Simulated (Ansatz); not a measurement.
Reaction (formal loss of a carbene): `[BH2][Sb]([CH3])[CH3]` → `[BH2][SbH][CH3]` + `[CH2]` (triplet)

Gas-phase electronic energies from Ansatz, PBE0-D4/def2-TZVP geometries. CCSD(T)/CBS is the MP2 limit (def2-TZVPP, def2-QZVPP) plus CCSD(T) − MP2 in def2-TZVPP, frozen cores. This one scheme is used for every species. Functionals use def2-TZVPP. B3LYP here is the variant with VWN-RPA as its local correlation; programs differ in this. Triplets are unrestricted, without spin–orbit coupling. def2 core potentials past Kr. For Sb outer-core shells are correlated without core-valence functions, which leaves a few kJ/mol of doubt a bond.

`[BH2][Sb]([CH3])[CH3]`:

Cartesian coordinates in Å:
```
B 0.970 -1.175 1.425
Sb 1.003 0.307 -0.189
C -0.183 -0.722 -1.672
C -0.503 1.680 0.525
H 0.940 -0.821 2.567
H 1.142 -2.333 1.181
H -1.178 -0.938 -1.286
H -0.261 -0.097 -2.561
H 0.318 -1.654 -1.932
H -1.459 1.172 0.651
H -0.611 2.494 -0.191
H -0.178 2.087 1.482
```

`[BH2][SbH][CH3]`:

Z-matrix (Å, degrees):
```
C
Sb 1 2.161
H 1 1.088 2 111.2
H 1 1.089 2 109.0 3 -121.4
H 1 1.090 2 107.8 3 120.2
B 2 2.197 1 99.9 3 -55.0
H 2 1.704 1 97.7 3 42.7
H 6 1.194 2 120.0 1 147.2
H 6 1.195 2 120.1 1 -40.8
```

`[CH2]` (triplet):

```xyz
3

C     0.120   -0.014   -0.248
H     0.189    0.970    0.190
H    -0.309   -0.956    0.058
```

CCSD(T)/CBS gives +4.74 eV.

Task: Another level gave +4.45 eV. Which?
A. PBE0-D4/def2-TZVPP
B. CCSD/def2-TZVPP
C. ωB97X-V/def2-TZVPP
D. B3LYP/def2-TZVPP

Result: B. CCSD/def2-TZVPP 4.45, PBE0-D4 4.64, B3LYP 4.49, ωB97X-V 4.76 eV.

Largest T1 diagnostic among the species: 0.015.

The D4 term adds +0.12 eV with B3LYP and +0.07 eV with PBE0; it sums over pairs of atoms, weighted by their polarisabilities, and B3LYP, whose exchange is more repulsive, gets the larger term. In def2-TZVPP, CCSD(T) changes the Hartree–Fock value by +1.50 eV (the triples alone add +0.14 eV) and MP2 by +1.69 eV.
